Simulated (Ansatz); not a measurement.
BeFH (SMILES [BeH][F]) at its CCSD(T)/cc-pVTZ minimum, average atomic masses, point group C∞v.
(charge 0, multiplicity 1):
```json
[
 {"atom": "Be", "x (Å)": "0.0000", "y (Å)": "0.0000", "z (Å)": "-0.8533"},
 {"atom": "H", "x (Å)": "0.0000", "y (Å)": "0.0000", "z (Å)": "-2.1816"},
 {"atom": "F", "x (Å)": "0.0000", "y (Å)": "0.0000", "z (Å)": "0.5205"}
]
```

Frozen-core correlation.

Run with Ansatz (Gaussian orbitals). 

Harmonic frequencies (cm⁻¹): 540 540 1202 2195.

Question: Work out the rotational constants, the zero-point energy, and the ideal-gas entropy and heat capacity at 298.15 K and 1 bar (rigid rotor, harmonic oscillator).

Answer: 
Principal moments 16.506 u Å² give 16.8576/I = 1.021 cm⁻¹. Zero point: Σω/2 = 2238 cm⁻¹ = 6.40 kcal/mol. Translation R(1.5 ln M + 2.5 ln T − 1.1517) with M = 29.019 u: 150.86 J/(mol K). Rotation with σ = 1: q = 202.9, S = R(ln q + 1) = 52.49. Vibration, summed over R(u/(eᵘ − 1) − ln(1 − e⁻ᵘ)) with u = 1.43878ω/T: 4.91, of which the lowest mode gives 2.37. S° = 208.3 J/(mol K); C_p = 7R/2 + 10.60 = 39.70 J/(mol K).

Ansatz is a quantum-chemistry and plane-wave program.
